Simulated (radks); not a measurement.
Species: N+. Configuration: [He] 2s2 2p1 3d1 (not the ground configuration).

All-electron calculation, Dirac Kohn-Sham, AM05, spin-unpolarised, spherical densities, finite nucleus; open shells fill j = l - 1/2 first; Fermi nuclear charge, rms radius 2.5582 fm. Program: a radial shooting solver on a logarithmic mesh with Libxc functionals.

Energy parts (eV):
part                     energy
total                 -1436.956
kinetic                1432.956
electron-nucleus      -3253.497
Hartree                 532.474
exchange-correlation   -148.889

Orbitals (lengths in bohr, moments of r in powers of bohr; r(max) is where P^2 peaks):
orbital  occ.  eigenvalue (eV)    <r^4>   <1/r>    <r^2>  r(max)
1s1/2       2        -414.5233  0.01349   6.620  0.07167  0.1489
2s1/2       2         -42.4329    4.872   1.230    1.647  0.9608
2p1/2       1         -30.9142    5.634   1.136    1.635  0.8639
2p3/2       0         -30.8850    5.650   1.135    1.637  0.8646
3s1/2       0          -8.9071    429.9  0.3553    16.75   3.411
3p1/2       0          -6.7733    705.1  0.3094    21.28   3.856
3p3/2       0          -6.7703    706.1  0.3092    21.29   3.858
3d3/2       1          -4.3609     1301  0.2466    27.76   4.267
3d5/2       0          -4.3608     1301  0.2466    27.77   4.267

The highest occupied level is 3d3/2 at -4.361 eV. The configuration is held as typed, so some empty levels lie below it. Summed over all electrons, <r^2> = 32.84 bohr^2, which gives a Langevin (diamagnetic) susceptibility term of -26 x 10^-6 cm^3/mol. The electron density at the nucleus is 211.9 e/bohr^3. The density falls to 0.001 e/bohr^3 at r = 4.15 bohr.
